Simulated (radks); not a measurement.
The caesium anion Cs-, [Xe] 6s2, held by a Watson sphere: a shell of charge +1 at radius R that stands for the Madelung well of a crystal (potential energy -1/R inside, -1/r outside, in hartree with lengths in bohr). Method: scalar-relativistic Kohn-Sham, LDA (Slater exchange, Perdew-Wang correlation), spin-polarised, spherical densities, finite nucleus; Fermi nuclear charge, rms radius of each element as measured or else 0.836 A^(1/3) + 0.57 fm; computed with a radial shooting solver on a logarithmic mesh with Libxc functionals. Response by self-consistent Sternheimer equations with the Hartree and adiabatic LDA kernel, the relativistic mass of each level held fixed and spin-orbit coupling left out. The sphere does not respond.

R (bohr)  e(5s) (eV)  e(5p) (eV)  e(6s) (eV)  <r> 6s (bohr)  sum of <r^2> (bohr^2)  X-ray form factor at sin(theta)/lambda = 0.3 1/angstrom  alpha (bohr^3)
2.89         -29.189     -15.948      -3.269          4.861                  104.7                                                   37.946           257.7
3.33         -28.405     -15.197      -3.242          4.919                  106.5                                                   37.950           266.6
3.69         -27.906     -14.701      -3.198          4.994                  108.3                                                   37.950           280.1
4.35         -27.248     -14.031      -3.076          5.172                  112.3                                                   37.947           318.3
5.98         -26.415     -13.165      -2.679          5.677                  124.6                                                   37.937           465.1
